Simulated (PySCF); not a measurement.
**Computed properties of C₂H₈OZr, SMILES CC[O][ZrH3], multiplicity 1**

Zr(OEt)(H)3 (C2H8OZr), SMILES CC[O][ZrH3], multiplicity 1. Coordinates come from a PBE0-D3(BJ)/def2-SVP optimisation. The multiplicity is an assumed one; no other spin state was optimised. The structure was generated by enumeration; whether it is a known compound was not checked. The def2 effective core potentials stand for the cores of Zr; spin–orbit coupling is left out. Other conformers were not sampled. All values are computed for the isolated molecule unless a solvent is named; none is compared with measurement here.

**Structure.** The optimised structure has Cs symmetry. All 30 harmonic modes at PBE0-D3(BJ)/def2-SVP (PySCF) are real, so it is a minimum. With heavy atoms numbered as in [ZrH3:1][O:2][CH2:3][CH3:4], the shortest bond between them is O2–C3 at 1.399 Å and the longest Zr1–O2 at 1.876 Å.

**Vibrations.** The strongest infrared lines (harmonic, unscaled, degenerate partners summed) lie at 1660 cm⁻¹ (616 km/mol, H 98 %), 1228 cm⁻¹ (616 km/mol, O 54 %, C 39 %), 1659 cm⁻¹ (609 km/mol, H 98 %). The softest mode is at 33 cm⁻¹ and the zero-point energy is 54.9 kcal/mol.

**Electronic structure.** B3LYP/def2-TZVP (PySCF) places the frontier levels at -7.67 and -1.88 eV, a gap of 5.79 eV, and gives a dipole moment of 2.38 D and a mean polarisability of 79.0 bohr³. PBE/def2-TZVP (PySCF) at the same geometry gives -6.51 and -2.51 eV, so its gap is 1.79 eV narrower. An orbital gap is neither the optical nor the fundamental gap.

**Excitations.** TDA-CAM-B3LYP/def2-SVPD (PySCF) has S1 at 4.36 eV (285 nm, f = 0.000, dark); the most intense of the 10 singlets computed lies at 5.69 eV (f = 0.05). T1 (TDA) is at 3.98 eV, 0.38 eV under S1. TDA-PBE/def2-SVPD (PySCF) puts S1 at 4.01 eV. No vertical singlet excitation falls in the visible range (under 3.1 eV).
